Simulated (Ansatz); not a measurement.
System: dimethoxyborane, C$_{2}$H$_{7}$BO$_{2}$, charge 0, multiplicity 1. 
Structure (B3LYP-D3(BJ)/def2-TZVP (Ansatz, an electronic-structure program) minimum search):
```xyz
12

B      0.1629     0.7393     0.2257
O      0.7528    -0.4510    -0.0634
C      2.1594    -0.6318     0.0074
O     -1.1821     0.8705     0.1461
C     -2.0056    -0.2281    -0.2401
H      0.8032     1.6932     0.5545
H      2.6654     0.2863     0.3142
H      2.5289    -0.9350    -0.9732
H      2.3807    -1.4214     0.7269
H     -1.7481    -0.5755    -1.2423
H     -1.8962    -1.0615     0.4562
H     -3.0366     0.1207    -0.2301
```

CCSD(T) with Ansatz in growing basis sets, 30 correlated electrons. Valence correlation only, unless marked. UHF or UKS for open shells. Spin-orbit coupling is left out. Non-relativistic. Costs are ratios of core time to the smallest set, on shared machines of one kind, and rough; they hold the program's checks for lower states.

```
basis    functions  cost over smallest  E(corr) (Eh)  electronic atomisation energy (kcal/mol)
-------  ---------  ------------------  ------------  ----------------------------------------
cc-pVDZ        105                  1×       -0.8076                                    1065.4
cc-pVTZ        248                 20×             ?                                         ?
```

Task: What does the step to cc-pVTZ buy, and how does its cost grow by formal scaling?

Result: Formally CCSD grows as o²v⁴ and (T) as o³v⁴; with o = 15 and v going from 85 to 228 both grow 52-fold in the last step, while integrals and the mean field grow more slowly. That step adds 188.3 mEh of correlation energy and 57.5 kcal/mol to the atomisation energy. Row: E(corr) (Eh) -0.9960, electronic atomisation energy (kcal/mol) 1122.9.
